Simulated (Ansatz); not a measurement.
Computed with Ansatz on PBE0-D4/def2-TZVP structures; ΔE is electronic, products minus reactants. CCSD(T)/CBS adds triple-zeta CCSD(T) − MP2 to the extrapolated MP2 energy (def2 sets, frozen cores). This one scheme is used for every species. DFT in def2-TZVPP. B3LYP here is the variant with VWN-RPA as its local correlation; programs differ in this. No spin–orbit coupling; open shells (•) take unrestricted orbitals. For Ge outer-core shells are correlated without core-valence functions, which leaves a few kJ/mol of doubt a bond. Scalar relativity is left out up to krypton. One conformer a species, not always the lowest.

Consider the homolysis of the C–Si bond: `C[SiH2][O][GeH3]` → `[CH3]`• + `[SiH2][O][GeH3]`•.

```
             level  ΔE (eV)
         r2SCAN-D4     3.86
        r2SCANh-D4     3.87
          PBE-QIDH     4.12
             B3LYP     3.86
RPA@PBE/def2-TZVPP     3.96
      MP2/def2-SVP     4.08
    MP2/def2-TZVPP     4.22
    CCSD/CBS(def2)     4.12
```

Task: What does CCSD(T)/CBS give? (Best estimate.)

Result: The calculation gave: +4.20 eV. The listed levels differ from it by -0.34, -0.33, -0.08, -0.34, -0.24, -0.12, 0.02, -0.08 eV.

Largest T1 diagnostic among the species: 0.014.

From BLYP to BHLYP (50 % exact exchange), in def2-TZVPP and without D4, ΔE moves by +0.14 eV. In def2-TZVPP, CCSD(T) changes the Hartree–Fock value by +1.07 eV (the triples alone add +0.08 eV) and MP2 by +1.19 eV; breaking electron pairs costs correlation energy, which Hartree–Fock lacks. At CCSD(T), def2-SVP lies −0.22 eV from the extrapolated value and def2-TZVPP −0.10 eV: correlation converges slowly with the basis, and small sets miss more of it in the bonded molecule than in its fragments.
